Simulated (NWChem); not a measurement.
A series in which one site is exchanged, each optimised at PBE0/def2-SVP with NWChem, gas phase unless a solvent is named. Low-valent species are run as closed-shell singlets; no triplet was tried in these runs. For some, no frequency run checked for a minimum. def2 effective core potentials on Sn, Pb; no spin-orbit coupling.

A: [OH][SnH] (SnH2O; site = Sn)
B: [OH][GeH] (GeH₂O; site = Ge)
C: O[SiH] (SiH2O; site = Si)
D: [OH][PbH] (PbH$_{2}$O; site = Pb)

Values for A:

| Item | Result |
|---|---|
| dipole (D), PBE0/def2-SVP | 1.23 |
| orbital gap (eV), PBE0/def2-SVP | 4.41 |
| static polarisability, PBE0/def2-SVPD (bohr³) | 49.1 |
| lowest singlet excitation, PBE0/def2-SVPD, TDA (eV) | 3.22 |

How do these values change for the other members?


```tsv
change from A	B	C	D
dipole (D), PBE0/def2-SVP	+0.06	+0.50	+0.51
orbital gap (eV), PBE0/def2-SVP	+0.30	+0.20	+0.15
static polarisability, PBE0/def2-SVPD (bohr³)	-10.2	-12.3	+1.8
lowest singlet excitation, PBE0/def2-SVPD, TDA (eV)	+0.20	+0.15	+0.03
```
